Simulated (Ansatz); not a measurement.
```yaml
crystal:
  periodic: [false, false, false]
  atoms:
    - {symbol: C, position_ang: [-0.792129, 1.604484, -2.108664]}
    - {symbol: N, position_ang: [0.222884, 0.810545, -1.145012]}
    - {symbol: Si, position_ang: [-0.363811, -0.444760, 0.161067]}
    - {symbol: Cl, position_ang: [-0.913940, -2.184427, -0.841457]}
    - {symbol: Cl, position_ang: [-2.257367, 0.512492, 0.717561]}
    - {symbol: N, position_ang: [0.780040, -0.470290, 1.321226]}
    - {symbol: C, position_ang: [0.568680, -1.551833, 2.037833]}
    - {symbol: H, position_ang: [-0.612089, 0.965713, -2.985079]}
    - {symbol: H, position_ang: [-1.300637, 1.940688, -1.868771]}
    - {symbol: H, position_ang: [-0.230574, 2.564021, -2.375963]}
    - {symbol: H, position_ang: [1.027545, 0.845735, -1.526525]}
    - {symbol: H, position_ang: [1.297864, 0.557803, 1.502169]}
    - {symbol: H, position_ang: [0.194649, -1.395372, 3.100038]}
    - {symbol: H, position_ang: [2.014644, -1.543869, 2.393720]}
    - {symbol: H, position_ang: [0.301087, -2.336692, 1.803254]}
basis:
  gaussian: {orbitals: cc-pVTZ, fitting: {mean_field: def2-universal-jkfit}}
hamiltonian: {xc: {name: HF}}
relax: {f_tol: 0.0001, max_steps: 3}
```

```sh
$ ansatz run in.yaml --threads 2 --pin off --events-out ev --progress --plain --max-ram 32768MiB --backend cuda --devices 0, --max-vram 18GiB
```

Problem. How does Ansatz answer? (Estimate.)

Solution. Ansatz gave: The run did not converge.
```
Functional definition: HF
832 factors; integrals over basis functions are off by at most 1.2e0 eV
mean field evaluation 1: about -38006.6030 eV, gradient 4.8e1 eV
mean field evaluation 2: about -38010.9762 eV, gradient 2.3e1 eV
mean field evaluation 4: about -38012.0883 eV, gradient 1.4e0 eV
mean field evaluation 8: about -38012.0958 eV, gradient 2.6e-5 eV
mean field -38012.09580884 eV, -1396.9187554507 hartree, gradient 2.6e-5 eV, S^2 0.000000; 0 other end points of the search recorded, 0 dependent functions left out
reference -38012.09580884 eV, -1396.9187554507 hartree; 41, 41 occupied and 293, 293 virtual orbitals, 832 factors
relax step   1: F+E_penalty+E_count = -38012.09580884 eV  Δ(F+E_penalty+E_count) = +0.000e0 eV  max|allowed force component| = 5.554e1 eV/Å  Δτ_max = 0.0000 Å  (30 SCF iters, accepted)
832 factors; integrals over basis functions are off by at most 1.1e0 eV
mean field -38024.54858276 eV, -1397.3763864518 hartree, gradient 1.3e-5 eV, S^2 0.000000; 0 other end points of the search recorded, 0 dependent functions left out
reference -38024.54858276 eV, -1397.3763864518 hartree; 41, 41 occupied and 293, 293 virtual orbitals, 832 factors
relax step   2: F+E_penalty+E_count = -38024.54858276 eV  Δ(F+E_penalty+E_count) = -1.245e1 eV  max|allowed force component| = 8.462e0 eV/Å  Δτ_max = 0.1923 Å  (27 SCF iters, accepted)
832 factors; integrals over basis functions are off by at most 1.1e0 eV
mean field -38027.79933841 eV, -1397.4958495182 hartree, gradient 1.1e-5 eV, S^2 0.000000; 0 other end points of the search recorded, 0 dependent functions left out
reference -38027.79933841 eV, -1397.4958495182 hartree; 41, 41 occupied and 293, 293 virtual orbitals, 832 factors
relax step   3: F+E_penalty+E_count = -38027.79933841 eV  Δ(F+E_penalty+E_count) = -3.251e0 eV  max|allowed force component| = 3.747e0 eV/Å  Δτ_max = 0.1948 Å  (27 SCF iters, accepted)
Error: geometry relaxation did not converge after 3 steps: max|allowed force component| = 3.75e0 eV/Å (threshold 1.0e-4). Raise `relax.max_steps` over both its present limit and 3, loosen `relax.f_tol`, or start from a geometry closer to equilibrium. Where this run's directory can be resumed (`checkpoint.write`), a resume goes on for up to `relax.max_steps` more
```
